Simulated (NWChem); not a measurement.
Species: SiO$_{2}$ anion, doublet; SMILES of the neutral closed-shell parent O=[Si]=O

```xyz
3

O      1.4759     0.0000    -0.2738
Si     0.0000     0.0000     0.2933
O     -1.4759     0.0000    -0.2738
```
Atoms are numbered in this order, from 1.

Computed with NWChem. Geometry optimised at B3LYP/def2-SVPD; all other runs use it. Pople sets run with spherical d functions. Spin-unrestricted. In the optimisation the excess spin sits in a1 (C2v, its own frame). Sets without diffuse functions describe the anion's extra electron poorly. The spin multiplicity was typed, not searched, and may not be the lowest. Vzz has the sign of the potential's second derivative.

```json
[
 {"quantity": "charge (e), ESP Si2", "level": "UHF/6-31G*", "value": "___"},
 {"quantity": "cavity-dispersion-structure term (kcal/mol) in chloroform", "level": "PBE/def2-SVPD, SMD", "value": "-0.3"},
 {"quantity": "A(iso) 17O atom 3 (MHz)", "level": "CAM-B3LYP/IGLO-II", "value": "-41.0"},
 {"quantity": "Vzz O3 (a.u.)", "level": "B3LYP/def2-TZVP", "value": "-0.387"},
 {"quantity": "highest harmonic frequency (cm⁻¹)", "level": "B3LYP/def2-SVPD", "value": "___"}
]
```

Task: Fill in the missing entries.

Result: 
- charge (e), ESP Si2, value: 0.46
- highest harmonic frequency (cm⁻¹), value: 1158
